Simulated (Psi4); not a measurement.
boric acid (H$_{3}$BO$_{3}$), singlet, geometry from GFN2-xTB. Base run: TPSS/def2-SV(P) run with Psi4.

Here is a job for Psi4.
```
memory 2 GB

molecule {
0 1
  O    -1.14257544   -0.76938954   -0.03182750
  B    -0.00770897   -0.03931797   -0.00346985
  O    -0.11414081    1.32224772    0.13027114
  O     1.17041255   -0.70476858   -0.10979414
  H    -1.93446708   -0.23864193    0.04760011
  H     0.69661442    1.82756308    0.14897985
  H     1.96682712   -0.17704808   -0.08842676
}

set basis def2-sv(p)

energy('tpss')
print_variables()
```

The base run was repeated with changes; each row names its change, and settings that it needs were set with it.

```csv
change,ΔE vs base (µEh),SCF cycles,grid points,basis functions
base,0.0,9,151871,62
cholesky_tolerance = 1e-3 (with scf_type cd),(withheld),9,151871,62
basis_guess = true,0.0,8,151871,62
guess = modhuckel,0.0,10,151871,62
guess = huckel,0.0,10,151871,62
dft_spherical_points = 110,48.1,9,55408,62
dft_nuclear_scheme = stratmann,-6.5,9,140079,62
level_shift = 0.3,0.0,9,151871,62
guess = gwh,0.0,10,151871,62
scf_type = direct,72.8,11,151871,62
dft_radial_scheme = multiexp,0.1,9,157594,62
dft_pruning_scheme = treutler,-27.6,9,84439,62
dft_spherical_points = 194,-22.8,9,97482,62
```

Problem. Some entries are withheld; supply them.

Solution. 
- cholesky_tolerance = 1e-3 (with scf_type cd), ΔE vs base (µEh): -1734
